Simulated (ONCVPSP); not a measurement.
**Which change was made? (Ag, ONCV)**

| Property | Result |
| --- | --- |
| Element | Ag (Z = 47) |
| Generator | ONCVPSP 4.0.1 |
| Type | optimised norm-conserving Vanderbilt (ONCV) |
| Functional | PBE |
| Relativity | scalar-relativistic |
| Frozen core | [Kr] |
| Valence charge | 11 |
| Reference configuration | 4d10 5s1 |
| Partial waves | 5s: rc 2.40 bohr, ncon 4, nbas 9, qcut 2.7 1/bohr, 3 projectors, debl 2.3 Ha; p scattering state at 0.08 Ha: rc 2.35 bohr, ncon 3, nbas 6, qcut 3.5 1/bohr, 2 projectors, debl 1.1 Ha; 4d: rc 1.30 bohr, ncon 4, nbas 9, qcut 7.5 1/bohr, 1 projector |
| Local potential | polynomial inside 1.00 bohr (lpopt 3, dvloc0 0 Ha) |
| Core correction | Teter function, fcfact 5.25, rcfact 1.05 |

Cutoffs, loose and tight: the cutoffs (Ha) at which the residual kinetic energy of the hardest occupied pseudo-wave falls to 1 and 0.1 mHa per electron. They do not see the model core or the augmentation charge, which bear on the density cutoff. Test errors are all-electron minus pseudo excitation energies from the reference, over the configurations 4d10 5s0; 4d9 5s0; 4d8 5s0; 4d9 5s1; variants that change the core or the reference have their own tests. The largest error is taken over the tests solved by every variant that gives reliable tests at all, those not shown here included: 4d8 5s0; 4d9 5s0; 4d9 5s1.

The base gives: outcome: generated; cutoff, loose: 31 Ha; cutoff, tight: 156 Ha; bound ghosts: s, p; GHOST(+) flags above zero: s; largest test error (meV): -49.

Question: After one change the result is: outcome: generated, projector energies reset by the program; cutoff, loose: 25 Ha; cutoff, tight: 40 Ha; bound ghosts: none; GHOST(+) flags above zero: s, p; largest test error (meV): -163. Which change was it?
A. all radii but the core radius scaled by about 0.80 (s 1.92, p 1.88, d 1.04 bohr); local potential polynomial inside 0.80 bohr (lpopt 3, dvloc0 0 Ha)
B. all radii but the core radius scaled by about 1.23 (s 2.96, p 2.90, d 1.60 bohr); local potential polynomial inside 1.24 bohr (lpopt 3, dvloc0 0 Ha)
C. all radii but the core radius scaled by about 1.11 (s 2.66, p 2.60, d 1.44 bohr); local potential polynomial inside 1.10 bohr (lpopt 3, dvloc0 0 Ha)

Answer: B. The others give: all radii but the core radius scaled by about 0.80 (s 1.92, p 1.88, d 1.04 bohr); local potential polynomial inside 0.80 bohr (lpopt 3, dvloc0 0 Ha) → outcome: failed: optimize: ERROR ps0norm > uunorm, code will stop | all radii but the core radius scaled by about 1.11 (s 2.66, p 2.60, d 1.44 bohr); local potential polynomial inside 1.10 bohr (lpopt 3, dvloc0 0 Ha) → outcome: generated, projector energies reset by the program; cutoff, loose: 27 Ha; cutoff, tight: 96 Ha; bound ghosts: p; GHOST(+) flags above zero: s; largest test error (meV): -90.
